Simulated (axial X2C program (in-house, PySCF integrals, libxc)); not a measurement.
**Outer orbitals of SiAs⁻ at 2.104 Å, PBE**

Computed with an in-house relativistic program for diatomic molecules. Spin-free means the one-electron spin-free X2C Hamiltonian; two-component (2c) means X2C with spin–orbit coupling and atomic mean-field two-electron Coulomb and Gaunt terms, so the difference of the two also holds small scalar two-electron terms. Basis: As dyall-acv3z [10s10p7d5f1g], Si dyall-av3z [9s8p3d2f] (cores contracted in-house); Gaussian nuclei, density fitting, unrestricted open shells. Masses: As 74.922 u, Si 27.977 u.

The distance is close to the 2c PBE0 minimum; the highest filled and lowest empty levels are listed.

Spin-free orbitals, state M_S = 0, Λ = 0 (closed shell) (Löwdin shares):

```json
{"symmetry": "δ-α", "occupied": "yes", "ε (eV)": "-33.59", "atomic character": "100% As d"}
{"symmetry": "δ+α", "occupied": "yes", "ε (eV)": "-33.59", "atomic character": "100% As d"}
{"symmetry": "σα", "occupied": "yes", "ε (eV)": "-33.54", "atomic character": "100% As d"}
{"symmetry": "π-α", "occupied": "yes", "ε (eV)": "-33.53", "atomic character": "100% As d"}
{"symmetry": "π+α", "occupied": "yes", "ε (eV)": "-33.53", "atomic character": "100% As d"}
{"symmetry": "σα", "occupied": "yes", "ε (eV)": "-9.36", "atomic character": "56% As s, 18% Si s, 12% Si p"}
{"symmetry": "σα", "occupied": "yes", "ε (eV)": "-4.31", "atomic character": "43% Si s, 28% As p, 13% As s"}
{"symmetry": "π-α", "occupied": "yes", "ε (eV)": "-0.26", "atomic character": "54% As p, 36% Si p, 4% Si d"}
{"symmetry": "π+α", "occupied": "yes", "ε (eV)": "-0.26", "atomic character": "54% As p, 36% Si p, 4% Si d"}
{"symmetry": "σα", "occupied": "yes", "ε (eV)": "-0.25", "atomic character": "40% Si p, 37% As p, 11% Si s"}
{"symmetry": "π-α", "occupied": "no", "ε (eV)": "2.50", "atomic character": "43% Si p, 19% Si d, 19% As p"}
{"symmetry": "π+α", "occupied": "no", "ε (eV)": "2.50", "atomic character": "43% Si p, 19% Si d, 19% As p"}
{"symmetry": "σα", "occupied": "no", "ε (eV)": "2.65", "atomic character": "58% Si p, 27% As p, 10% Si s"}
{"symmetry": "σα", "occupied": "no", "ε (eV)": "3.05", "atomic character": "55% Si s, 29% Si p, 9% As p"}
```

One partner of each degenerate Kramers or spin pair is listed.

Spinors with spin–orbit coupling (state Ω = 0):

```tsv
ω	occupied	ε (eV)	atomic character	λ mixture
3/2	yes	-33.98	100% As d	83% δ, 17% π
1/2	yes	-33.93	100% As d	59% π, 41% σ
5/2	yes	-33.34	100% As d	100% δ
3/2	yes	-33.29	100% As d	83% π, 17% δ
1/2	yes	-33.29	100% As d	59% σ, 41% π
1/2	yes	-9.36	56% As s, 18% Si s, 12% Si p	100% σ
1/2	yes	-4.31	43% Si s, 28% As p, 13% As s	100% σ
1/2	yes	-0.35	51% As p, 36% Si p, 4% Si d	74% π, 26% σ
3/2	yes	-0.22	53% As p, 37% Si p, 4% Si d	100% π
1/2	yes	-0.21	41% As p, 40% Si p, 8% Si s	74% σ, 26% π
1/2	no	2.48	44% Si p, 19% Si d, 18% As p	100% π
3/2	no	2.53	43% Si p, 19% Si d, 19% As p	100% π
1/2	no	2.69	64% Si p, 26% As p, 6% Si s	100% σ
1/2	no	3.08	54% Si s, 24% Si p, 13% As p	100% σ
```

One partner of each degenerate Kramers or spin pair is listed.

Q: How does the gap between the highest filled and lowest empty level change from the spin-free to the 2c table?

A: From 2.75 to 2.69 eV at PBE, a change of -0.06 eV.

Mulliken charges and populations of the two-component result (they depend on the basis, above all on diffuse functions):

As -0.41 e (s 7.81 p 15.55 d 10.04), Si -0.59 e (s 5.96 p 8.50 d 0.11 f 0.01).

Occupations by symmetry block were frozen at the best pattern of an incomplete PBE0 search. The highest occupied level of some functionals is positive through self-interaction error; at Hartree–Fock it is bound.
